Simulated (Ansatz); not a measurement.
MnI2, relaxed as a sextet with UKS B3LYP-D4/def2-TZVP in Ansatz, starting from the GFN2-xTB geometry. Force threshold 0.02 eV/Å.

In the def2 sets I takes a core potential; there is no spin–orbit coupling.

Start:

```xyz
3

Mn    0.574   -0.151   -0.430
I    -1.273   -1.712   -0.469
I     0.700    1.863    0.899
```

| step | energy (eV) | largest force component (eV/Å) | SCF passes |
| --- | --- | --- | --- |
| 1 | -47531.9276 | 1.463 | 58 |
| 2 | -47532.1695 | 0.478 | 26 |
| 3 | -47532.2830 | 0.351 | 27 |
| 4 | -47532.3555 | 0.197 | 25 |
| 5 | -47532.3931 | 0.052 | 26 |
| 6 | -47532.3972 | 0.006 | 22 |

Force components are those of the run's own axes.

End:

```
atom    x (Å)    y (Å)    z (Å)
 Mn1   0.0092  -0.0024  -0.0069
  I2  -1.1671  -2.1050  -0.8028
  I3   1.1579   2.1075   0.8097
```

By distances, no bond broke or formed. The bond that changes most is Mn1–I3, from 2.42 to 2.54 Å (atoms count from 1).

No frequencies were taken in this run, so the end may be a saddle point.

It took 73 s on 2 threads of Arm Neoverse N1 on a shared host.
